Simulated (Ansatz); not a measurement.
A nudged elastic band was laid between two geometries of BFH5NSi (9 atoms, charge 0, multiplicity 1).

Theory: RKS LDA/def2-SVP (Ansatz).

```
movable images  : 5
climbing image  : yes
spring          : 5.0 eV/Å²
optimiser       : quadratic models (default)
start path      : IDPP
force threshold : 0.05 eV/Å
iteration limit : 60
end points      : relaxed
```

Image 0:

```xyz
9
Properties=species:S:1:pos:R:3
F 0.274 0.066 -2.094
B 0.920 0.645 -1.086
N 0.506 0.389 0.229
Si -0.839 -0.634 0.716
H 1.859 1.385 -1.335
H 1.051 0.847 0.968
H -1.795 -0.729 -0.435
H -0.381 -2.014 1.111
H -1.504 -0.001 1.908
```

Image 6:

```xyz
9
Properties=species:S:1:pos:R:3
F -0.534 1.927 -0.627
B 0.644 1.321 -0.512
N 0.684 -0.008 -0.068
Si -0.704 -0.985 0.392
H 1.658 1.940 -0.797
H 1.614 -0.438 -0.014
H -1.218 -1.813 -0.757
H -0.268 -1.919 1.488
H -1.788 -0.071 0.878
```

**Question.** Which bonds break or form, and what moves?

**Answer.** No bond is made or broken. The dihedral B2–N3–Si4–H7 goes from -23 to 94°.

**Question.** Give the energies along the band, and the barrier.

**Answer.** It converged. The highest image is number 3 of 0 to 6, 0.0 kJ/mol above the ends, which have the same energy within 2 meV. The top lies less than 8 meV above the higher end, about what the thresholds resolve: that end is a shoulder or a very shallow well. A vibrational analysis at the climbing image gives one clearly imaginary mode, 46i cm⁻¹: a first-order saddle point.

```
image  path coordinate (Å)  energy (kJ/mol)  dihedral B2–N3–Si4–H7 (°)
    0                 0.00              0.0                        -23
    1                 0.58             -0.1                         -4
    2                 1.16              0.0                         16
    3                 1.73              0.0                         35
    4                 2.33             -0.3                         55
    5                 2.93             -0.2                         74
    6                 3.52              0.0                         94
```

**Question.** What is the geometry of the highest image?

**Answer.** 
```xyz
9
Properties=species:S:1:pos:R:3
F -0.319 1.197 -1.705
B 0.742 1.022 -0.921
N 0.647 0.136 0.161
Si -0.765 -0.809 0.613
H 1.769 1.637 -1.162
H 1.484 0.052 0.748
H -1.494 -1.233 -0.627
H -0.272 -2.012 1.371
H -1.702 -0.036 1.504
```

Run time: 47 s on 1 thread of Arm Neoverse V1 (shared host), peak memory 0.11 GiB.
